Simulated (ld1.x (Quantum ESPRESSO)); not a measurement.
Configuration tests for Sb (Z = 51) (TM)

| Item | Value |
| --- | --- |
| Element | antimony (Sb) |
| Generator | ld1.x (Quantum ESPRESSO) 7.5 |
| Type | norm-conserving Troullier–Martins (Kleinman–Bylander form) |
| Functional | PBEsol |
| Relativity | scalar-relativistic |
| Frozen core | [Kr] 4d10 |
| Valence charge | 5 |
| Reference configuration | 5s2 5p3 |
| Partial waves | 5s (bound): rc 1.45 bohr; 5d channel at 0.1 Ry: rc 1.46 bohr; 5p (bound): rc 1.90 bohr |
| Local potential | the p channel |
| Core correction | none |

Energies are relative to the spin-unpolarised reference configuration 5s2 5p3; without spin polarisation the order of configurations can differ from experiment. Not all tests gave a result: 1 of 7 tests not solved or not reliable. Left out of the table: 5s1 5p0 (solver errors, printed error +7.0 eV).

(1) Give the all-electron excitation energy and the error of the potential for: 5s2 5p2; 5s2 5p1; 5s2 5p0; 5s2 5p2.5; 5s1 5p3; 5s2 5p3.3.

Levels in the configuration 5s2 5p1:

| level | all-electron (eV) | pseudo (eV) |
| --- | --- | --- |
| 5s | -29.506 | -28.232 |
| 5p | -20.127 | -19.259 |

Note: ghost state, extra bound levels that the all-electron valence spectrum of the same l lacks: s at -8.7 eV. A true bound ghost makes a file unfit for plane-wave use.

Results:

(1)

```csv
valence configuration,charge,ΔE all-electron (eV),error AE − PS (meV)
5s2 5p2,+1,8.344,+128
5s2 5p1,+2,24.356,+598
5s2 5p0,+3,48.800,+2271
5s2 5p2.5,+0.5,3.273,+39
5s1 5p3,+1,17.108,+295
5s2 5p3.3,-0.3,-1.163,+2.8
```

These tests converged, but a pseudo level misses the all-electron one widely, so the file describes the atom poorly there or has found another state: 5s2 5p0: 5s by 3.5 eV. ld1.x printed “convergence not achieved” for 6 of the counted tests; their residual had stalled under 1e-8, short of the target of 1e-14.
